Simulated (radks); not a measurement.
Problem. Cu+, configuration [Ar] 3d10. Method: non-relativistic Kohn-Sham, PBE, spin-polarised, spherical densities, point nucleus; computed with a radial shooting solver on a logarithmic mesh with Libxc functionals. Some entries of the table are withheld. Estimate them.

orbital  occ.  eigenvalue (eV)  r(max) (bohr)  <r^2> (bohr^2)
1s          2        -8755.025            (1)        0.003751
2s          2        -1048.160         0.1998         0.06713
2p          6        -919.9429            (2)         0.05290
3s          2        -119.4942         0.6222          0.6049
3p          6              (3)            (4)          0.6752
3d         10         -13.7515         0.6024           1.406

Solution. 
(1) 1s r(max) (bohr): 0.03488
(2) 2p r(max) (bohr): 0.1595
(3) 3p eigenvalue (eV): -79.6749
(4) 3p r(max) (bohr): 0.6236
